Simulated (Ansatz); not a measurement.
Geometry optimisation, RKS PBE-D4/STO-3G in Ansatz.

input.yaml

```yaml
crystal:
  periodic: [false, false, false]
  atoms:
    - { symbol: B, position_ang: [-0.031247, 1.378445, 0.516612] }
    - { symbol: O, position_ang: [0.598467, -0.680892, -1.261368] }
    - { symbol: C, position_ang: [0.197702, -1.779158, -0.366249] }
    - { symbol: O, position_ang: [-0.592481, 0.50463, 1.439368] }
    - { symbol: O, position_ang: [-0.888352, 2.212943, -0.187646] }
    - { symbol: H, position_ang: [1.289952, -0.213421, -0.688334] }
    - { symbol: H, position_ang: [1.130794, 1.36382, 0.409204] }
    - { symbol: H, position_ang: [1.027991, -2.499667, -0.153067] }
    - { symbol: H, position_ang: [-0.195178, -1.393532, 0.611829] }
    - { symbol: H, position_ang: [-0.614377, -2.334316, -0.883905] }
    - { symbol: H, position_ang: [-1.611879, 0.66348, 1.384551] }
    - { symbol: H, position_ang: [-0.311393, 2.777567, -0.821095] }
basis:
  gaussian: { orbitals: STO-3G }
hamiltonian:
  xc: pbe
  dispersion: d4
relax:
  f_tol: 0.03
  max_steps: 50
```

Command:

```bash
$ ansatz run input.yaml --threads 1 --pin off --max-ram 2048MiB --backend cpu --events-out ev --progress --plain --runs-dir out
```

Problem. Where does it end, and by what steps?

Solution. The forces met the threshold. Limits of this set-up: minimal basis. After 9 steps the energy has fallen by 0.384 eV; O2 moved furthest, 0.56 Å.

```json
{"step": "0", "energy less start (eV)": "0.0000", "largest force component (eV/Å)": "0.907", "accepted": "yes"}
{"step": "1", "energy less start (eV)": "-0.0574", "largest force component (eV/Å)": "0.546", "accepted": "yes"}
{"step": "2", "energy less start (eV)": "-0.1102", "largest force component (eV/Å)": "1.458", "accepted": "yes"}
{"step": "3", "energy less start (eV)": "-0.2268", "largest force component (eV/Å)": "1.920", "accepted": "yes"}
{"step": "4", "energy less start (eV)": "-0.2775", "largest force component (eV/Å)": "1.927", "accepted": "yes"}
{"step": "5", "energy less start (eV)": "0.0250", "largest force component (eV/Å)": "2.554", "accepted": "no"}
{"step": "6", "energy less start (eV)": "-0.3740", "largest force component (eV/Å)": "0.222", "accepted": "yes"}
{"step": "7", "energy less start (eV)": "-0.3804", "largest force component (eV/Å)": "0.165", "accepted": "yes"}
{"step": "8", "energy less start (eV)": "-0.3831", "largest force component (eV/Å)": "0.076", "accepted": "yes"}
{"step": "9", "energy less start (eV)": "-0.3842", "largest force component (eV/Å)": "0.027", "accepted": "yes"}
```

```xyz
12
Properties=species:S:1:pos:R:3
B 0.054 1.146 0.375
O 0.601 -0.286 -0.863
C 0.080 -1.578 -0.309
O -0.461 0.380 1.460
O -0.931 1.826 -0.370
H 1.593 -0.322 -0.574
H 1.168 1.540 0.503
H 0.840 -2.385 -0.377
H -0.212 -1.343 0.752
H -0.815 -1.849 -0.908
H -1.482 0.409 1.312
H -0.435 2.463 -1.002
```

The run took 38 s on 1 thread of Arm Neoverse N1 (shared host), peak memory 0.13 GiB.
